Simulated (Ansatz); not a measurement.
Total energies of Si₅₀H₅₄, a nanocrystal cut from hexagonal silicon from Ansatz at PBE0-D4/def2-SVP, gas phase (1 Eh = 27.2114 eV = 2625.5 kJ/mol). The reference geometry is relaxed at PBE-D4/def2-SVP.

| state | geometry | energy (Eh) |
| --- | --- | --- |
| charge 0 singlet | reference | -14497.79741 |
| charge 1 doublet | reference | -14497.52856 |
| charge -1 doublet | reference | -14497.84875 |
| free Si atom (triplet) | – | -289.15194 |
| free H atom (doublet) | – | -0.50029 |

Single mean-field runs in def2-SVP are fitted with def2-universal-jkfit.

Problem. Work out the vertical ionisation energy to the doublet.

Solution. E(charge 1 doublet) − E(charge 0 singlet) = -14497.52856 − (-14497.79741) = 0.26885 Eh = 7.32 eV. For comparison, −ε of the highest occupied level is 6.49 eV at this level, 0.83 eV less.

Problem. Work out the vertical electron affinity, to the doublet.

Solution. E(charge 0 singlet) − E(charge -1 doublet) = -14497.79741 − (-14497.84875) = 0.05134 Eh = 1.40 eV. The basis lacks diffuse functions, which makes affinities too small.

Problem. Give the fundamental gap IE − EA, the Mulliken electronegativity (IE + EA)/2 and the hardness (IE − EA)/2.

Solution. From the values in Eh: IE − EA = 0.26885 − 0.05134 = 0.21751 Eh = 5.92 eV; (IE + EA)/2 = 4.36 eV; (IE − EA)/2 = 2.96 eV. The HOMO–LUMO gap of the same run is 4.45 eV, 1.47 eV smaller than the fundamental gap.

Problem. What is the binding energy per atom against free atoms?

Solution. Atoms: 50 × (-289.15194) + 54 × (-0.50029) = -14484.61266 Eh. Binding: -14484.61266 − (-14497.79741) = 13.18475 Eh = 358.78 eV, or 3.45 eV for each of 104 atoms (no zero-point energy, no counterpoise term).
